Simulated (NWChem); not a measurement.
# CH2ClF; SMILES FCCl

```xyz
5

F      0.3892     1.5058     0.0000
C     -0.5715     0.5650     0.0000
Cl     0.1312    -1.0629     0.0000
H     -1.1851     0.6598     0.9078
H     -1.1851     0.6598    -0.9078
```
Atoms are numbered in this order, from 1.

Results from NWChem. Pople sets run with spherical d functions. Coordinates come from a PBE0/def2-SVP optimisation. Vzz is the largest principal value of the second derivative of the potential at the nucleus (NWChem prints the opposite sign); η is the asymmetry. Non-relativistic.

```
level              Vzz Cl3 (a.u.)  η Cl3
-----------------  --------------  -----
CAM-B3LYP/cc-pVTZ           3.624   0.09
CAM-B3LYP/6-31G*            3.530   0.09
PBE/def2-TZVP          (withheld)   0.11
PBE/def2-SVP                3.470   0.12
```

Complete the blanks.


- PBE/def2-TZVP, Vzz Cl3 (a.u.): 3.761
